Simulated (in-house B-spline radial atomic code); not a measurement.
## RPA and G0W0 on LDA exchange-only: Ne IX (Ne8+)

Configuration 1s2, mean-field start LDA exchange-only. Computed with a B-spline radial code for spherical atoms: all electrons, non-relativistic, point nucleus, each spin shell either full or empty, empty states to l = 9 with an (l + 1/2)⁻⁴ tail; G0W0 by contour deformation at full frequency.

Relativity, left out, deepens the 1s level by about Z⁴α²/8 hartree.

Command:
```bash
python run_gw.py task.json out
```
Settings (radii: box in bohr, nucleus in fm):
```
Z                        10
electrons                2
configuration            1s2
hamiltonian              nr
method                   lda,
lmax                     9
spin_polarised           False
box_radius               7.7
intervals                44
ion_configuration        1s1
```

Run time, properties included: 0.3 s on 1 thread of Intel(R) Xeon(R) 6975P-C, with other jobs on the host.

Energies (hartree):

| term | value |
| --- | --- |
| mean-field total | -93.01009 |
| Hartree-Fock functional on these orbitals | -93.85804 |
| direct second order | -0.093819 |
| second-order exchange | 0.04691 |
| SOSEX correction | 0.04569 |

**Question.** What is the RPA correlation energy, and what remains with SOSEX?

**Answer.** RPA gives -0.091378 hartree (-1.24 eV per electron); RPA + SOSEX gives -0.045688, and the second-order doubles -0.046908 hartree (no singles). SOSEX takes back 50 % of the RPA value, the self-correlation of each of the two electrons.

Quasi-particle levels (eV):

```json
{"level": "1s", "occupied": "yes", "mean field": "-1125.74", "Σx - vxc": "-69.73", "Σc": "?", "QP weight": "?", "G0W0": "?"}
{"level": "2s", "occupied": "no", "mean field": "-245.18", "Σx - vxc": "6.69", "Σc": "-0.23", "QP weight": "1.000", "G0W0": "-238.71"}
```

G0W0 = mean field + (Σx - vxc) + Σc, with Σc (partial-wave tail included) taken at the quasi-particle energy.

**Question.** Where does G0W0 put 1s?

**Answer.** At -1194.79 eV, with Σc = 0.68 eV and a quasi-particle weight of 0.997. The tabulated removal energy is 1195.808 eV (NIST, tabulated theory).

**Question.** What does it cost to remove one electron (to 1s1) by differences of total energies, each species on its own start (correlation terms add to the Hartree-Fock functional)?

**Answer.** LDA exchange-only 1182.42 eV, Hartree-Fock functional 1193.48 eV, + RPA 1195.34 eV, + RPA + SOSEX 1194.72 eV, + second order 1194.76 eV. Tabulated: 1195.808 eV (NIST, tabulated theory).
